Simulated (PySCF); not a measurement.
borazine (B3H6N3), SMILES B1NBNBN1. Heavy atoms are numbered as in [BH:1]1[NH:2][BH:3][NH:4][BH:5][NH:6]1. Hydrogens are named by the atom that carries them.

Coordinates come from a B3LYP-D3(BJ)/def2-SVP optimisation.

The numbers are results of B3LYP/pcSseg-1 (PySCF), not measurements.

GIAO shieldings, no solvent; atoms alike by connectivity are averaged. δ = σ(ref) − σ: ¹¹B against BF3 (σ = 86.3 ppm); ¹⁵N against NH3 (σ = 265.5 ppm); ¹H against TMS (σ = 31.68 ppm), references at their B3LYP-D3(BJ)/def2-TZVP geometries, non-relativistic.

| nucleus | atoms | count | δ (ppm) |
|---|---|---|---|
| ¹¹B | B1 (BH) | 3 | 16.6 |
| ¹⁵N | N2 (NH) | 3 | 151.3 |
| ¹H | H on N2 | 3 | 5.89 |
| ¹H | H on B1 | 3 | 4.94 |
